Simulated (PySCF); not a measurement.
C5H7F, SMILES [C@H](C)(F)CC#C. Atoms are numbered in the order given.

```xyz
13

C      2.2958     0.6202     0.7627
C      1.4589    -0.1030     0.2709
C      0.4435    -0.9718    -0.3087
C     -0.9521    -0.3527    -0.3681
C     -1.4830     0.1159     0.9645
F     -0.9179     0.7159    -1.2388
H      3.0428     1.2625     1.1909
H      0.7400    -1.2481    -1.3341
H      0.3881    -1.9114     0.2671
H     -1.6328    -1.1058    -0.8053
H     -1.5745    -0.7271     1.6654
H     -0.8060     0.8639     1.4024
H     -2.4750     0.5709     0.8345
```

Geometry: PBE0-D3(BJ)/def2-SVP. The structure was generated by enumeration; whether it is a known compound was not checked. Other conformers were not sampled.

These are PySCF 2.14.0 with PBE0-D3(BJ)/def2-SVP values and carry that method's errors.

Frequencies are harmonic and unscaled.

Computed normal modes with their intensities:
```
mode  ν (cm⁻¹)  IR (km/mol)  Raman (Å⁴/amu)  depolarisation  moving atoms (share of kinetic energy)
----  --------  -----------  --------------  --------------  --------------------------------------
1           88          1.4             2.8            0.75                  C 44 %, F 33 %, H 24 %
2          151          0.5             5.2            0.72                          C 72 %, H 20 %
3          242          0.3             0.2            0.60                                  H 93 %
4          335          1.9             3.7            0.75                  C 60 %, H 28 %, F 13 %
5          356          7.7             6.5            0.73                          C 63 %, H 31 %
6          378          1.1             3.8            0.75                  C 45 %, H 30 %, F 24 %
7          441         10.4             1.4            0.69                  C 48 %, H 27 %, F 25 %
8          667         10.4             0.7            0.35                          C 67 %, H 29 %
9          693         39.7             2.1            0.75                          H 78 %, C 22 %
10         708         35.0             2.5            0.72                          H 75 %, C 24 %
11         827          6.7             9.2            0.10                  C 65 %, H 24 %, F 11 %
12         891          4.4             2.5            0.71                          H 49 %, C 48 %
13         933          9.1             3.7            0.66                   C 47 %, H 44 %, F 9 %
14         984         10.9             3.3            0.75                   H 50 %, C 42 %, F 8 %
15        1077         13.6             1.5            0.56                          H 60 %, C 38 %
16        1121         34.5             2.7            0.68                          H 50 %, C 43 %
17        1180         29.5             3.7            0.74                          C 52 %, H 41 %
18        1249         14.0             9.5            0.75                          H 80 %, C 17 %
19        1339         19.7            13.7            0.32                          C 55 %, H 45 %
20        1362          3.6             2.4            0.71                          H 79 %, C 21 %
21        1381         15.2             9.6            0.70                          H 80 %, C 20 %
22        1416         35.1             3.6            0.55                          H 64 %, C 36 %
23        1424          9.4            10.0            0.69                          H 86 %, C 14 %
24        1455          4.2            11.5            0.74                                  H 94 %
25        1470          3.3            10.4            0.69                                  H 94 %
26        2251          2.6           126.2            0.24                           C 91 %, H 9 %
27        3056         13.9            47.3            0.75                                  H 93 %
28        3066         21.0            30.6            0.70                                  H 96 %
29        3070         22.9           318.1            0.02                                  H 95 %
30        3119          2.9            82.1            0.71                           H 91 %, C 9 %
31        3170          9.3            57.9            0.75                           H 90 %, C 9 %
32        3177          7.7            55.9            0.66                          H 90 %, C 10 %
33        3491         72.7            33.7            0.24                          H 85 %, C 15 %
```
